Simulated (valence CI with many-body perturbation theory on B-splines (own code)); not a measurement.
Dy³⁴⁺: E2, M1 decay

Level of theory: configuration interaction combined with many-body perturbation theory (CI+MBPT): four valence electrons over a frozen Dirac-Fock core [Ar] 3d10, radial functions for each j: 11 s, 11 p, 10 d, 8 f, 5 g, 2 h, with the one-electron correlation potential Σ1 (screened to all orders), the two-electron term Σ2, the three-electron term Σ3, Breit, model QED; selected single and double excitations, second order for the rest, scaled by the run's own slope (own B-spline code, finite nucleus).

The last digits are not significant, and no measured levels were compared; by estimate large intervals hold to a few tenths of a per cent, small ones and those within an open d or f shell to about a per cent. Among the levels kept, up to 400 cm⁻¹ of a level comes from second order outside the variational space, and about a tenth of that is noise between levels of different J, which matters for small intervals.

Lines 1 to 10 of 10 in falling wavelength, among levels below 469.94 eV, chosen from the decays that carry over 1 % of a level's rate. Wavelengths and rates use the calculated energies. Electric multipoles are in the length gauge, E1 and E2 with the static RPA response of the core. Weak lines are less certain than strong ones. Lines between different terms over intervals too small for the method are left out, as are lines whose strength nearly cancels.

Levels are named by their leading jj configuration (3d3/2^4 stands for four electrons in 3d with j = 3/2), which in mixed levels can hold well under half, so a name can repeat and another be missing.

```json
{"λ vac (Å)": "288.9", "Upper": "(4s^2 4p3/2 4d5/2) J=4", "Lower": "(4s^2 4p1/2 4d5/2) J=3", "Type": "M1", "A (s⁻¹)": "5.31e+05", "Branch %": "83.7"}
{"λ vac (Å)": "259.1", "Upper": "(4s^2 4p1/2 4p3/2) J=1", "Lower": "(4s^2 4p1/2^2) J=0", "Type": "M1", "A (s⁻¹)": "7.40e+05", "Branch %": "100.0"}
{"λ vac (Å)": "245.3", "Upper": "(4s^2 4p3/2^2) J=2", "Lower": "(4s^2 4p1/2 4p3/2) J=2", "Type": "M1", "A (s⁻¹)": "6.42e+05", "Branch %": "47.1"}
{"λ vac (Å)": "245.3", "Upper": "(4s^2 4p3/2^2) J=2", "Lower": "(4s^2 4p1/2 4p3/2) J=2", "Type": "E2", "A (s⁻¹)": "2.37e+04", "Branch %": "1.7"}
{"λ vac (Å)": "241.1", "Upper": "(4s^2 4p1/2 4p3/2) J=2", "Lower": "(4s^2 4p1/2^2) J=0", "Type": "E2", "A (s⁻¹)": "1.27e+04", "Branch %": "99.0"}
{"λ vac (Å)": "229.1", "Upper": "(4s^2 4p3/2^2) J=2", "Lower": "(4s^2 4p1/2 4p3/2) J=1", "Type": "M1", "A (s⁻¹)": "6.84e+05", "Branch %": "50.2"}
{"λ vac (Å)": "212.1", "Upper": "(4s^2 4p3/2^2) J=0", "Lower": "(4s^2 4p1/2 4p3/2) J=2", "Type": "E2", "A (s⁻¹)": "6.43e+04", "Branch %": "3.4"}
{"λ vac (Å)": "199.9", "Upper": "(4s^2 4p3/2^2) J=0", "Lower": "(4s^2 4p1/2 4p3/2) J=1", "Type": "M1", "A (s⁻¹)": "1.85e+06", "Branch %": "96.6"}
{"λ vac (Å)": "199.7", "Upper": "(4s^2 4p3/2 4d5/2) J=4", "Lower": "(4s 4p1/2 4p3/2^2) J=3", "Type": "M1", "A (s⁻¹)": "7.07e+04", "Branch %": "11.2"}
{"λ vac (Å)": "109.8", "Upper": "(4s^2 4p3/2 4d5/2) J=4", "Lower": "(4s 4p1/2^2 4p3/2) J=2", "Type": "E2", "A (s⁻¹)": "1.62e+04", "Branch %": "2.6"}
```
